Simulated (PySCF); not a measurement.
Output of ΔSCF core-hole calculations on `[F][K]`.

Method: delta-SCF UKS SCAN, pcX-2 on the ionised atom, pcseg-1 elsewhere, spin-free X2C (PySCF). Atoms in this output count from 0. The cycles run on a coarse integration grid; for E(ground) and E(ion) the exchange–correlation energy is redone on a finer one, so they differ from the last cycle, and only they enter the binding energy.

Coordinates (Å, GFN2-xTB):
```
F      1.012542    -0.002607    -0.003184
K     -1.009786     0.003875    -0.010965
```

```
ground state, core basis on atom 0 (F), 69 functions
  cycle   1  E = -701.84459347  |g| = 9.55e-01
  cycle   2  E = -696.81690466  |g| = 4.20e+00
  cycle   3  E = -701.99188739  |g| = 1.99e-01
  cycle   4  E = -701.99414299  |g| = 1.14e-01
  cycle   5  E = -701.99616105  |g| = 3.26e-02
  cycle   6  E = -701.99631940  |g| = 7.70e-03
  cycle   7  E = -701.99633019  |g| = 2.06e-03
  cycle   8  E = -701.99633056  |g| = 1.25e-04
  E(ground) = -701.94297837 Eh
hole in F 1s of atom 0
  cycle   1  E = -675.85353524  |g| = 2.59e+00
  cycle   2  E = -675.96312464  |g| = 2.05e+00
  cycle   3  E = -676.73808343  |g| = 1.82e-01
  cycle   4  E = -676.74294184  |g| = 1.63e-02
  cycle   5  E = -676.74296845  |g| = 9.46e-03
  cycle   6  E = -676.74300946  |g| = 1.69e-03
  cycle   7  E = -676.74301046  |g| = 3.29e-04
  E(ion) = -676.70409192 Eh   <S^2> = 0.7565   hole on atom = 1.000
```

Q: What is the F 1s binding energy of atom 0?

A: (-676.704092 − (-701.942978)) Eh × 27.2114 eV/Eh = 686.78 eV, for the fluorine bonded to K.

Geometry: GFN2-xTB; no solvent, vibrations or thermal averaging.
Labels such as C1 count atoms from 1, the log's own numbers from 0.
